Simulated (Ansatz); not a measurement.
Reactions of `N=CC[SiH2][SiH3]`.

Computed with Ansatz on PBE0-D4/def2-TZVP structures; ΔE is electronic, products minus reactants. CCSD(T)/CBS is the MP2 limit (def2-TZVPP, def2-QZVPP) plus CCSD(T) − MP2 in def2-TZVPP, frozen cores. This one scheme is used for every species. def2 core potentials past Kr. For Ge, Sb outer-core shells are correlated without core-valence functions, which leaves a few kJ/mol of doubt a bond. Scalar relativity is left out up to krypton. One conformer a species, not always the lowest.

```csv
reaction,MP2/CBS(def2) (kJ/mol),CCSD(T)/CBS(def2) (kJ/mol)
`N=CC[SiH2][SiH3]` + H–F → `FC[SiH2][SiH3]` + `C=N`,114,99
`N=CC[SiH2][SiH3]` + CH₃NH₂ → `CN[SiH2][SiH3]` + `CC=N`,-43,-43
`N=CC[SiH2][SiH3]` + `CC(F)S` → `CC(F)S[SiH3]` + `N=CC[SiH3]`,-57,-49
`N=CC[SiH2][SiH3]` + `[SH][GeH3]` → `[SiH3][SiH2][S][GeH3]` + `CC=N`,-74,-70
`N=CC[SiH2][SiH3]` + H₂O → `N=CCO` + `[SiH3][SiH3]`,84,74
`N=CC[SiH2][SiH3]` + `[CH2]1[NH][AlH]1` → `[SiH3][SiH2][N]1[CH2][AlH]1` + `CC=N`,-74,-73
`N=CC[SiH2][SiH3]` + `OBO` → `OBO[SiH2][SiH3]` + `CC=N`,-83,-85
`N=CC[SiH2][SiH3]` + `[Cl][GeH]1[CH2][O]1` → `[SiH3][C@H]1[O][Ge@@H]1[Cl]` + `N=CC[SiH3]`,-6,1
`N=CC[SiH2][SiH3]` + `NB(F)F` → `FB(F)N[SiH3]` + `N=CC[SiH3]`,-48,-42
`N=CC[SiH2][SiH3]` + `N[BH][SbH2]` → `N[B]([SiH3])[SbH2]` + `N=CC[SiH3]`,10,11
```

Largest T1 diagnostic: 0.015, for `[CH2]1[NH][AlH]1`.
